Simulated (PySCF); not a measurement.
## Working out the excitation energy of Ar⁺

Ar⁺ [Ne] 3s2 3p5 (2P) → Ar⁺ [Ne] 3s2 3p4 4s1 (4P). All numbers are calculated (PySCF 2.14, the spin-free X2C one-electron Hamiltonian (Gaussian nucleus), in aug-cc-pVDZ-DK (5s4p2d, 27 functions)). Frozen: [Ne]. Energies in hartree (1 hartree = 27.21139 eV):

```tsv
part	Ar⁺ (lower)	Ar⁺ (upper)
UHF	-528.068232	-527.479946
CCSD correlation	-0.135908	-0.126953
(T)	-0.001711	-0.001832
```

What does Hartree-Fock give?

(-527.479946) − (-528.068232) = 0.588286 hartree = 16.008 eV.

What do CCSD and CCSD(T) give?

The CCSD correlation energies differ by 0.008955 hartree = 0.244 eV and the triples by -0.000121 hartree = -0.003 eV, so CCSD gives 16.252 eV and CCSD(T) 16.249 eV.

Measured between the centres of the two terms (NIST): 16.648 eV, so CCSD(T) (valence) is off by -0.399 eV.

A double-zeta basis recovers only part of the correlation energy.

What remains against the reference includes basis incompleteness, the frozen core and higher excitations.
